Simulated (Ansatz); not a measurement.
Reaction (ligand exchange at the Si–O bond): `CO[SiH](Cl)O[SiH3]` + `C[S][Sn][OH]` → `C[S][Sn][O][SiH3]` + `CO[SiH](O)Cl`

Isolated molecules relaxed with PBE0-D4/def2-TZVP in Ansatz; ΔE leaves out vibrations. CCSD(T)/CBS is the MP2 limit (def2-TZVPP, def2-QZVPP) plus CCSD(T) − MP2 in def2-TZVPP, frozen cores. DFT in def2-TZVPP. B3LYP here is the variant with VWN-RPA as its local correlation; programs differ in this. def2 core potentials past Kr. For Sn outer-core shells are correlated without core-valence functions, which leaves a few kJ/mol of doubt a bond. Each species was taken in one conformer, which may not be the lowest.

```
             level  ΔE (kcal/mol)  difference from CCSD(T)/CBS
            PBE-D4           -1.3                         -0.2
          B3LYP-D4           -0.9                          0.2
           ωB97X-V           -0.7                          0.4
           ωB97M-V           -0.8                          0.3
            r2SCAN           -1.2                         -0.1
             B3LYP           -1.1                          0.0
     HF/def2-QZVPP           -0.5                          0.6
    MP2/def2-QZVPP           -1.4                         -0.3
SCS-MP2/def2-QZVPP           -1.1                          0.0
     MP2/CBS(def2)           -1.4                         -0.3
       CCSD(T)/CBS           -1.1                            0
```

Largest T1 diagnostic among the species: 0.016.
